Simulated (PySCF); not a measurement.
# Two-dimensional NMR puzzle

Compound of formula C2H10FNSi3. Correlations simulated from computed shifts and the bond graph:

HSQC (one-bond C–H):
```
  δH     δC
7.15  169.4
```

COSY cross peaks (H two or three bonds apart, from the bond graph; peaks can be absent where the dihedral angle is near 90°):
```
  δH    δH
5.04  4.34
```

HMBC (two and three bonds, from the bond graph):
```
  δH            δC
7.15         103.2
5.04         103.2
4.34  169.4, 103.2
4.29  169.4, 103.2
```

Carbons without hydrogens: δ 103.2.

PySCF 2.14.0 with density-fitted response routines calculation with shielding tensors at PBE0/pcSseg-1 (GIAO) and structure optimised with GFN2-xTB; equivalent nuclei averaged, non-relativistic, single conformer, in vacuum.

Referencing at the same level of theory: ¹H (σ = 31.72 ppm) and ¹³C (σ = 186.93 ppm) against TMS.

Exchangeable hydrogens are left out of these lists.

Question: Work out the connectivity.

Answer: SMILES C(=C(/[SiH2][SiH2]N)[SiH3])/F.

Atoms are numbered as in `[NH2:1][SiH2:2][SiH2:3]/[C:4]([SiH3:5])=[CH:6]\[F:7]` (H(Xn): hydrogen on atom n).

1. δC 169.4 is C6, an alkene CH (δH 7.15).
2. δC 103.2 is C4, a fully substituted alkene carbon.
3. HMBC from δH 7.15 reaches the proton-free carbon C4.
4. HMBC from δH 5.04 reaches the proton-free carbon C4.
5. HMBC from δH 4.34 reaches the proton-free carbon C4.
6. HMBC from δH 4.29 reaches the proton-free carbon C4.
7. COSY links 5.04–4.34.

The shifts were computed for this structure.

OH/NH shifts are gas-phase values; hydrogen bonding in solution moves them, usually downfield. Shifts are as computed. Against solution values, carbons near 30 ppm lie about +3 ppm off and those near 130 ppm about +5 ppm. Of 1211 compounds with measured shifts, 218 miss one by over three times the rms of a fit or turn the order of signals round; such compounds aren't used in these exercises.
